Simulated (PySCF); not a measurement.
# Reading a saddle point

A first-order saddle point of BNH2ClF, singlet, PBE0-D4/def2-TZVP, with one imaginary mode of 442i cm⁻¹:

B1  (-0.093, 0.362, -0.404)
F2  (-1.181, -0.027, 1.053)
N3  (0.786, -0.503, -0.006)
H4  (-0.327, -0.579, 1.054)
Cl5  (-0.857, 1.559, -1.343)
H6  (1.672, -0.813, -0.355)
(Å)

Computed with PySCF 2.14 with density fitting (its default auxiliary sets; JK sets also for MP2 and CCSD(T)) (basis: def2-TZVPP and def2-QZVPP); correlated methods freeze the cores. Extrapolation: Hartree–Fock as exp(−7.88 √X), correlation as X^−2.97.

Problem. Which contacts change along the imaginary mode, and what lies on either side? (Judge from chemistry; the calculation decides.)

Solution. Computed: The step is BNH₂ClF ([NH2][B]([F])[Cl]) → BNHCl ([NH][B][Cl]) + HF, with the molecules in contact on both sides. Shortening one way: F2–H4; lengthening the same way: B1–F2, N3–H4.
```
 pair  one side (Å)  saddle (Å)  other side (Å)
F2–H4          2.61        1.02            0.94
B1–F2          1.33        1.86            3.25
N3–H4          1.01        1.54            1.83
```

Problem. Which side is lower, and how far does the saddle lie above each? (An estimate is asked for; the value comes from the calculation.)

Solution. Computed: The side with B1–F2, N3–H4 short is lower by 66.01 kcal/mol; the saddle lies 79.85 kcal/mol above it and 13.84 kcal/mol above the other (CCSD(T) at an estimated basis limit (MP2 extrapolated from triple and quadruple zeta, plus CCSD(T) − MP2 in triple zeta); electronic energies).

No T1 diagnostic of these runs exceeds 0.015.

Labels in which every atom is bracketed show which atoms are joined, not bond orders.

For scale, one of the runs: CCSD(T)/def2-TZVPP, 163 basis functions, launched by `OMP_NUM_THREADS=4 python run.py`. Time: 3 min of wall clock on 4 CPU threads of an Arm Neoverse V2; the host was shared. Peak host memory: 1.4 GiB.
